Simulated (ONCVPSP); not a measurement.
# What one change does to a pseudopotential (Gd (Z = 64), ONCV)

```json
{"Element": "Gd (Z = 64)", "Generator": "ONCVPSP 4.0.1", "Type": "optimised norm-conserving Vanderbilt (ONCV)", "Functional": "PBE", "Relativity": "scalar-relativistic", "Frozen core": "[Kr] 4d10", "Valence charge": "18", "Reference configuration": "4f7 5s2 5p6 5d1 6s1 6p1", "Partial waves": "5s+6s: rc 1.75 bohr, ncon 3, nbas 7, qcut 6.6 1/bohr, 2 projectors; 5p+6p: rc 2.70 bohr, ncon 5, nbas 9, qcut 6.2 1/bohr, 2 projectors; 5d: rc 3.70 bohr, ncon 4, nbas 9, qcut 4.2 1/bohr, 2 projectors, debl 1.3 Ha; 4f: rc 1.25 bohr, ncon 3, nbas 7, qcut 15.9 1/bohr, local", "Local potential": "the f channel", "Core correction": "Teter function fitted to the true core (icmod 2), fcfact 0.2"}
```

All-electron outer shells of the reference configuration (PBE, scalar-relativistic, ld1.x):

| shell | level (eV) | outermost node (bohr) | outermost maximum (bohr) |
| --- | --- | --- | --- |
| 4p | -277.69 | 0.29 | 0.54 |
| 4d | -149.01 | 0.27 | 0.56 |
| 5s | -51.05 | 0.65 | 1.20 |
| 5p | -28.56 | 0.70 | 1.35 |
| 4f | -9.99 | – | 0.56 |
| 6s | -4.86 | 1.60 | 3.33 |
| 5d | -3.55 | 0.79 | 1.92 |
| 6p | -1.91 | 1.92 | 4.50 |

Change: all radii but the core radius scaled by about 1.10 (s 1.94, p 2.98, d 4.08, f 1.38 bohr).

Cutoffs: the cutoffs (Ha) at which the residual kinetic energy of the hardest occupied pseudo-wave falls to 1 and 0.1 mHa per electron; they do not see the model core or the augmentation charge, which bear on the density cutoff. Errors are all-electron minus pseudo energies relative to the spin-unpolarised reference configuration.

Task: How do hardness, ghosts and transferability respond?

Result: The potential gets softer (94 Ha and 105 Ha → 86 Ha and 95 Ha); both files keep a bound ghost (d, p, s); the number of tests with a reliable result goes from 4 to 2. A larger radius leaves more room for a smooth pseudo-wave, so fewer plane waves are needed.

```tsv
quantity	base	changed
cutoff, loose	94 Ha	86 Ha
cutoff, tight	105 Ha	95 Ha
loose cutoff by channel	s 16 Ha, p 6.9 Ha, d 5.9 Ha, f 94 Ha	s 15 Ha, p 7.2 Ha, d 5.4 Ha, f 86 Ha
bound ghosts	s, p, d	s, p, d
GHOST(+) flags under 300 eV	s at 217.1 eV	none
tests counted as reliable (solved cleanly; for ONCVPSP, near-neutral configurations with less than one 5d electron left out)	4 of 4	2 of 4
error for 4f7 5s2 5p6 5d1 6s1 6p0, meV [ΔE 3.78 eV]	-1.3	+0.2
error for 4f7 5s2 5p6 5d1 6s0 6p0, meV [ΔE 15.88 eV]	-9.8	+2.9
rms error of d²Exc/dni dnj with the model core, mHa	2.07	2.18
```

 A true bound ghost makes a file unfit for plane-wave use even where its test errors are small: the radial tests pick states by their node count and pass the ghost by.
